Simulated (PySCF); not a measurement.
PBE0 on Ti⁻ (titanium, charge -1), [Ar] 3d3 4s2, high-spin 4F determinant. All numbers are calculated (PySCF 2.14, scalar relativity by spin-free X2C-1e, in x2c-TZVPPall with one added diffuse shell each of s, p, d, f type (7s6p5d3f1g, 80 functions)).

```
cycle= 1 E= -853.51939306292  delta_E= -0.0133  |g|= 0.0238  |ddm|= 0.74
cycle= 2 E= -853.520929499747  delta_E= -0.00154  |g|= 0.0136  |ddm|= 0.308
cycle= 3 E= -853.521206926164  delta_E= -0.000277  |g|= 0.0169  |ddm|= 0.0852
cycle= 4 E= -853.52148714008  delta_E= -0.00028  |g|= 0.00134  |ddm|= 0.113
cycle= 5 E= -853.521512116946  delta_E= -2.5e-05  |g|= 0.000265  |ddm|= 0.0447
cycle= 6 E= -853.521512770222  delta_E= -6.53e-07  |g|= 0.00027  |ddm|= 0.00718
cycle= 7 E= -853.521512828326  delta_E= -5.81e-08  |g|= 1.28e-05  |ddm|= 0.000906
cycle= 8 E= -853.521512829035  delta_E= -7.09e-10  |g|= 4.01e-06  |ddm|= 0.000142
converged SCF energy = -853.521512829035  <S^2> = 3.7880378  2S+1 = 4.0189739
```

Highest occupied orbital energy: 0.924 eV; ⟨L²⟩ = 12.01; populations by l: s 8.00, p 12.00, d 3.00, f 0.00.

(1) Can this result be used?

Answers

(1) With care. The run converged. At PBE0 the highest occupied level has a positive energy, so only the finite basis holds that electron; in a semilocal or global hybrid functional this comes from self-interaction and does not mean that the real anion is unbound.
